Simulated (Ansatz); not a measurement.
The cluster B6Sb6 (the lowest singlet isomer of a short search) was relaxed with r2SCAN-D4 (def2-SVP) in Ansatz in these states: charge -1 doublet, neutral singlet. The geometries follow in no particular order.

In the def2 sets Sb takes a core potential; there is no spin–orbit coupling.

A:

Cartesian coordinates in Å:
```
B 0.334 -0.151 0.264
B 0.622 1.280 -0.657
B -0.412 -1.534 -0.238
B 0.705 1.121 1.295
B -0.397 0.002 -1.304
B -0.353 0.096 1.973
Sb -0.767 2.709 0.439
Sb 2.713 0.902 0.189
Sb 0.213 -1.904 -2.409
Sb 1.944 -2.020 -0.100
Sb -2.538 0.741 -0.818
Sb -2.064 -1.242 1.367
```

B:

```xyz
12

B     0.452    0.330   -0.030
B    -0.339    0.290    1.502
B    -0.239    0.385   -1.541
B     1.403   -0.428    1.153
B    -1.281    0.252   -0.028
B     1.306   -1.335   -0.134
Sb   -0.172   -1.897    2.123
Sb    1.362    1.752    1.821
Sb   -1.929    1.949   -1.344
Sb    0.894    2.455   -1.131
Sb   -1.853   -1.986   -0.252
Sb    0.397   -1.767   -2.140
```

**Question.** Judge from the bond lengths which geometry belongs to which state (an estimate).

**Answer.** A is the charge -1 doublet (B1–Sb8 2.602 Å, B1–Sb10 2.493 Å, Sb11–Sb12 2.989 Å); B is the neutral singlet (B1–Sb8 2.505 Å, B1–Sb10 2.433 Å, Sb11–Sb12 2.945 Å).

These are the stationary points nearest to one start from a short search; other shapes may lie lower in each state.
